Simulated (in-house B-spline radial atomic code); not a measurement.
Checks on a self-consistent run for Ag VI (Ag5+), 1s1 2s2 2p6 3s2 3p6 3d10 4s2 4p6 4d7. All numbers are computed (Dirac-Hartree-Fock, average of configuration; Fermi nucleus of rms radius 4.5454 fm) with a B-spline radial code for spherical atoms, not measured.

```
orbital    q      ε (Eh)    <1/r>        <r²>  small-component weight
  1s1/2    1  -971.30832  49.6585  0.00130144                  0.0299
  2s1/2    2  -150.38520  11.6744   0.0207251               0.0065111
  2p1/2    2  -141.34177   11.601   0.0153363               0.0064586
  2p3/2    4  -134.38350  10.8893   0.0166272               0.0061992
  3s1/2    2   -31.70875  4.10878    0.147234               0.0018594
  3p1/2    2   -27.67307  4.01377    0.141251               0.0017965
  3p3/2    4   -26.38987  3.84332    0.149593               0.0017289
  3d3/2    4   -18.84606  3.67941    0.130432               0.0016097
  3d5/2    6   -18.58293   3.6338    0.133003               0.0015884
  4s1/2    2    -7.32077  1.57208    0.865136              0.00046849
  4p1/2    2    -5.86446  1.47039    0.964593               0.0004202
  4p3/2    4    -5.63387  1.42182     1.01585               0.0004033
  4d3/2  2.8    -3.31854  1.18761      1.4135              0.00029733
  4d5/2  4.2    -3.28511  1.17443     1.44022               0.0002923
```

Electron-electron repulsion V_ee = 1791.9757 hartree.

(1) What total energy follows from the eigenvalues?

(2) Does the Dirac virial theorem hold?

(3) What diamagnetic shielding (Lamb formula) and susceptibility (Langevin formula) do the radii give?

## Answers

(1) The eigenvalues count the repulsion twice, so E = Σqε - V_ee = -2575.497 - 1791.976 = -4367.472 hartree; the run printed -4367.472.

(2) For a point nucleus E = -2c²Σq·w, with w the small-component weight. Here Σq·w = 0.11628 and c = 137.0360, so the ratio E/(-2c²Σq·w) is 1.000027; the finite nucleus accounts for the departure from 1.

(3) σ = (α²/3)Σq<1/r> = 227.935/(3·137.036²) = 4046 ppm, and χ = -0.79199×10⁻⁶·Σq<r²> = -16.13×10⁻⁶ cm³/mol with Σq<r²> = 20.365 bohr². Both are non-relativistic formulas without the paramagnetism of open shells.
